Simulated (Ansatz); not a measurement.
`S[SiH](Cl)Cl` + `[CH3]`• → `S[Si](Cl)Cl`• + CH₄  (hydrogen abstraction from the Si–H bond)

Calculated with Ansatz (gas phase, PBE0-D4/def2-TZVP geometries, no zero-point term in ΔE). CBS: MP2 limit from def2 TZ/QZ plus the TZ coupled-cluster correction, frozen cores. This one scheme is used for every species. DFT in def2-TZVPP. B3LYP here is the variant with VWN-RPA as its local correlation; programs differ in this. No spin–orbit coupling; open shells (•) take unrestricted orbitals. Each species was taken in one conformer, which may not be the lowest.

| level | ΔE (kJ/mol) | difference from CCSD(T)/CBS |
| --- | --- | --- |
| LDA (SPW92) | -113.7 | -42.6 |
| B3LYP-D4 | -83.3 | -12.2 |
| r2SCAN0-D4 | -72.8 | -1.7 |
| ωB97M-V | -73.5 | -2.4 |
| PBE | -98.8 | -27.7 |
| r2SCAN | -78.8 | -7.7 |
| B3LYP | -83.6 | -12.5 |
| CCSD/def2-TZVPP | -65.8 | 5.3 |
| SCS-MP2/def2-QZVPP | -70.1 | 1.0 |
| HF/CBS(def2) | -38.9 | 32.2 |
| CCSD(T)/CBS | -71.1 | 0 |

What do rigid-rotor, harmonic-oscillator terms from PBE0-D4/def2-TZVP frequencies (298.15 K, 1 bar) make of the CCSD(T)/CBS value? (Estimate.)

Computed: ΔZPE = +15.8 kJ/mol, ΔH = -56.1 kJ/mol, ΔS = -4 J/(mol·K), ΔG = -54.9 kJ/mol. Open shells count their whole term as degenerate.

Largest T1 diagnostic among the species: 0.013.

From r2SCAN to r2SCAN0 (25 % exact exchange), in def2-TZVPP and without D4, ΔE moves by +5.8 kJ/mol. Leaving LDA and LC-ωPBE aside and taking each functional with its dispersion term where it has one, the values, not all of them listed here, spread over 30.9 kJ/mol, from PBE-D4 to BHLYP-D4. LDA lies −15.0 kJ/mol from PBE without D4.
